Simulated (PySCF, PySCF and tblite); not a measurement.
A run on one conformer of C₄H₆BF₃O₃, numbered as in [O:1]=[C:2]([CH2:3][B:4]([OH:5])[OH:6])[CH2:7][C:8]([F:9])([F:10])[F:11], from an ensemble study. The sound level was CAM-B3LYP/6-31G* on GFN2-xTB geometries.

Input:

```
{"job": {"xc": "SCAN", "basis": "6-31G*", "kind": "nmr", "pop": false}, "charge": 0, "multiplicity": 1}
O      0.137364    -0.138550     2.257596
C     -0.182947    -0.527507     1.157333
C      0.791665    -1.031448     0.164901
B      1.796299     0.205907    -0.208719
O      2.190136     0.312969    -1.483275
O      2.224393     1.053984     0.739817
C     -1.645066    -0.427838     0.704125
C     -1.810726     0.575592    -0.421313
F     -3.102802     0.896429    -0.602892
F     -1.164166     1.725429    -0.190570
F     -1.373802     0.118477    -1.602402
H      1.428230    -1.779279     0.639567
H      0.330910    -1.459463    -0.718537
H      2.777600     1.047156    -1.667807
H      1.855333     0.925327     1.619608
H     -2.005438    -1.395367     0.350869
H     -2.253983    -0.089788     1.545893
```

Command: OMP_NUM_THREADS=1 python ens_run.py task.json out

Output:

```
NotImplementedError: meta-GGA GIAO
```

Question: What is wrong with this calculation?

Answer: The setting at fault: functional unknown or not served for shieldings. GIAO shieldings aren't available for SCAN here. The input was rejected before any iteration.
